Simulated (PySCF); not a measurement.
H4AlBO4, SMILES O[B](O)[Al]([OH])[OH], PBE0/def2-SVP optimised geometry.

```
10

B      1.14     0.00     0.00
O      1.80    -0.07    -1.20
O      1.80     0.07     1.19
Al    -0.98     0.00     0.00
O     -1.82     1.49     0.00
O     -1.82    -1.49     0.00
H      2.76    -0.07    -1.13
H      2.77     0.07     1.12
H     -2.76     1.64     0.00
H     -2.77    -1.64    -0.01
```

Density from PySCF with PBE0/def2-TZVP at that geometry.

Minimum of the electron density along straight lines between bonded atoms, close to the bond critical point (lines longer than 1.1 times the sum of covalent radii, or with two minima, are not listed):

```tsv
bond	length / Å	ρ at the minimum / e bohr⁻³	∇²ρ there / e bohr⁻⁵	position (fraction from the first atom)
B1–O2	1.366	0.205	0.95	0.33
B1–O3	1.366	0.205	0.95	0.33
B1–Al4	2.123	0.078	0.08	0.61
Al4–O5	1.709	0.105	0.77	0.43
Al4–O6	1.709	0.105	0.77	0.43
O2–H7	0.967	0.354	-2.37	0.80
O3–H8	0.967	0.354	-2.37	0.80
O5–H9	0.957	0.359	-2.45	0.81
O6–H10	0.957	0.359	-2.45	0.81
```
